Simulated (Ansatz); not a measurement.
A search over several starts for the lowest SCF solution of the cluster Cd2SCl2 at the given spin, in a small basis.

```yaml
crystal:
  periodic: [false, false, false]
  atoms:
    - {symbol: Cd, position_ang: [0.679306, 0.770142, 1.424243]}
    - {symbol: Cd, position_ang: [-0.871517, -0.241148, -1.505047]}
    - {symbol: S, position_ang: [-0.631405, 1.712360, -0.256850]}
    - {symbol: Cl, position_ang: [1.963324, -0.108611, 3.102153]}
    - {symbol: Cl, position_ang: [-1.139708, -2.132733, -2.764499]}
basis:
  gaussian: {orbitals: def2-SVP, initial_orbitals: start.molden}
hamiltonian: {xc: pbe0, dispersion: d4}
output: {orbitals: {seedname: orbitals}}
```

The file start.molden holds the orbitals of an earlier run on this structure, at another level or in another basis.

```sh
$ ansatz run in.yaml --threads 4 --pin off --events-out ev --progress --plain --max-ram 3916MiB
```

Output, abridged:

```
Functional definition: PBE0
1130 factors; integrals over basis functions are off by at most 6.2e-4 eV
mean field evaluation 1: about -44989.6084 eV, gradient 4.9e0 eV
mean field evaluation 2: about -44989.6543 eV, gradient 5.8e-2 eV
mean field evaluation 4: about -44989.8994 eV, gradient 1.6e-3 eV
mean field evaluation 8: about -44986.0475 eV, gradient 3.6e1 eV
mean field evaluation 16: about -44989.8994 eV, gradient 9.5e-2 eV
mean field -44989.89944568 eV, -1653.3483093795 hartree, gradient 2.8e-5 eV, S^2 0.000000; 1 other end points of the search recorded, 0 dependent functions left out
reference -44989.89948035 eV, -1653.3483106537 hartree; 45, 45 occupied and 71, 71 virtual orbitals, 1130 factors
Total energy: -44990.07373284 eV, -1653.3547143147 hartree
```

Run time 3.7 s (4 threads of Arm Neoverse V1 on a shared host).

In the def2 sets Cd takes a core potential; there is no spin–orbit coupling. The structure comes from a short search, and lower isomers may exist.
